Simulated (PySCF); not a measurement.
Computed spin Hamiltonian

Species: C7H10N (doublet state).
Numbering: `[CH2:1][C:2](=[CH2:3])[C:4]1=[N:5][CH2:6][CH2:7][CH2:8]1` (hydrogens: H9, H10 on C1; H11, H12 on C3; H13, H14 on C6; H15, H16 on C7; H17, H18 on C8)

Cartesian coordinates in Å at the GFN2-xTB level; atoms count from 1:
```xyz
18
C7H10N angstrom
C      2.274    1.038   -0.088
C      1.591   -0.159   -0.170
C      2.234   -1.359   -0.407
C      0.130   -0.184   -0.004
N     -0.527   -1.267    0.003
C     -1.930   -1.020    0.186
C     -2.130    0.517    0.201
C     -0.699    1.070    0.176
H      1.782    1.973    0.102
H      3.342    1.060   -0.208
H      3.301   -1.398   -0.537
H      1.668   -2.269   -0.463
H     -2.239   -1.491    1.124
H     -2.478   -1.510   -0.623
H     -2.678    0.834    1.086
H     -2.688    0.838   -0.678
H     -0.429    1.563    1.111
H     -0.533    1.770   -0.643
```

The hyperfine couplings belong to this conformer and change with its torsions.

Computed, not measured: UKS B3LYP, pcH-1 on C H N, non-relativistic, mean-field spin-orbit, GIAO (PySCF). One conformer (not necessarily the lowest) at the GFN2-xTB geometry, without solvent, vibrations or thermal averaging. Couplings are sensitive to structure, and on GFN2-xTB geometries they can be far from those on DFT ones. The SCF solution wasn't tested for stability. ⟨S²⟩ is 0.785 where a pure state has 0.75.

| Quantity | Value |
| --- | --- |
| g1, g2, g3 | 2.00219, 2.00260, 2.00281 |
| g_iso | 2.00254 |
| Form of g | rhombic: the two nearest values differ by 34 % of g3 − g1 |
| ⟨S²⟩ | 0.7849 (exact 0.7500) |
| α and β electrons | 30, 29 |
| HOMO–LUMO gap, α and β orbitals | 4.56, 4.82 eV |
| Total energy | -327.46854 Eh |

Isotropic coupling and dipolar principal values T1 to T3, in G; ρ(0) is the spin density at the nucleus (MHz turned into gauss with g_iso; 10 G = 1 mT):

```
atom  isotope  a_iso     T1     T2    T3  Mulliken spin population  ρ(0) (bohr⁻³)
  C1      13C   18.9  -17.8  -17.2  35.0                      0.66         0.0471
  C2      13C  -17.5  -10.1    4.1   6.0                     -0.27        -0.0437
  C3      13C   21.0  -20.1  -19.5  39.6                      0.74         0.0524
  C4      13C    3.6   -1.2   -0.6   1.9                      0.04         0.0090
  N5      14N   -0.9   -1.9    0.9   1.0                     -0.06        -0.0079
  C6      13C    0.9   -0.1    0.0   0.1                      0.00         0.0021
  C7      13C    0.0   -0.1    0.0   0.1                      0.00         0.0001
  C8      13C   -0.3   -0.2    0.0   0.2                      0.00        -0.0008
  H9       1H  -14.5   -8.8   -0.1   8.9                     -0.03        -0.0091
 H10       1H  -13.8   -7.3   -0.7   8.0                     -0.03        -0.0086
 H11       1H  -15.5   -8.5   -0.7   9.2                     -0.03        -0.0097
 H12       1H  -16.5   -9.9   -0.2  10.0                     -0.03        -0.0103
 H13       1H   -3.0   -0.2   -0.1   0.2                      0.00        -0.0019
 H14       1H   -2.6   -0.1   -0.1   0.2                      0.00        -0.0016
 H15       1H    0.0   -0.2   -0.1   0.3                      0.00         0.0000
 H16       1H    0.1   -0.2   -0.1   0.3                      0.00         0.0001
 H17       1H    1.6   -0.6   -0.5   1.1                      0.00         0.0010
 H18       1H    1.5   -0.6   -0.5   1.1                      0.00         0.0009
```

The largest Mulliken spin populations are on C3 (+0.74), C1 (+0.66) and C2 (-0.27). The angles at C3 add up to 360.0°, so it is planar; its axial dipolar tensor and the negative couplings of its protons fit spin in a p orbital normal to that plane.

Axes: g3 points within 9° of the C1–H9 bond.

Under fast tumbling the dipolar parts average out, and these isotropic splittings remain (the largest six): 1 × 1H (H12, I = 1/2, 2 lines) with 1.65 mT, 1 × 1H (H11, I = 1/2, 2 lines) with 1.55 mT, 1 × 1H (H9, I = 1/2, 2 lines) with 1.45 mT, 1 × 1H (H10, I = 1/2, 2 lines) with 1.38 mT, 2 × 1H (H13/H14, I = 1/2, 3 lines) with 0.28 mT and 2 × 1H (H17/H18, I = 1/2, 3 lines) with 0.16 mT.

Means are taken over nuclei equivalent by connectivity, which assumes that they swap fast. H9 and H10 aren't averaged: C1 is flat or nearly so (angle sum 360°), and its turn about the short C1–C2 bond (1.38 Å) is taken as slow.

The 13C coupling of C3 (58.9 MHz) shows only in satellite lines or after enrichment, since that isotope makes up about 1.07 % of natural carbon.

β density exceeds α density at some nuclei, such as C2 (-0.0437), H12 (-0.0103) and H11 (-0.0097), spin density in bohr⁻³. In a single determinant that takes different orbitals for the two spins, that is spin polarisation.
